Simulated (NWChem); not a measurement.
System: boron oxyfluoride (BOF); SMILES FB=O

NWChem input:

```
start job
memory heap 200 mb stack 700 mb global 900 mb
geometry units angstroms noautosym nocenter noautoz
  F      0.000000     0.000000    -1.208022
  B      0.000000     0.000000     0.086221
  O      0.000000     0.000000     1.305167
end
basis spherical
  F library def2-tzvp
  B library def2-tzvp
  O library def2-tzvp
end
dft
  xc xcamb88 1.00 lyp 0.81 vwn_5 0.19 hfexch 1.00
  cam 0.33 cam_alpha 0.19 cam_beta 0.46
  iterations 150
end
tddft
  cis
  nroots 6
  notriplet
end
task tddft energy
```

All runs use the structure optimised with PBE-D3(BJ)/def2-SVP.

Vertical excitations in the gas phase.

### Question
Predict the main results of this run. (CAM-B3LYP/def2-TZVP, TDA.) Quantities: basis functions; lowest excitation, singlet (eV); oscillator strength of that lowest state; lowest state with f > 0.02, singlet (eV); oscillator strength of that bright state; orbital gap (eV).

### Answer
```json
{
  "number_of_basis_functions": "93",
  "lowest excitation, singlet (eV)": "7.96",
  "oscillator_strength_of_that_lowest_state": "0.058",
  "lowest state with f > 0.02, singlet (eV)": "7.96",
  "oscillator_strength_of_that_bright_state": "0.058",
  "orbital gap (eV)": "11.95"
}
```
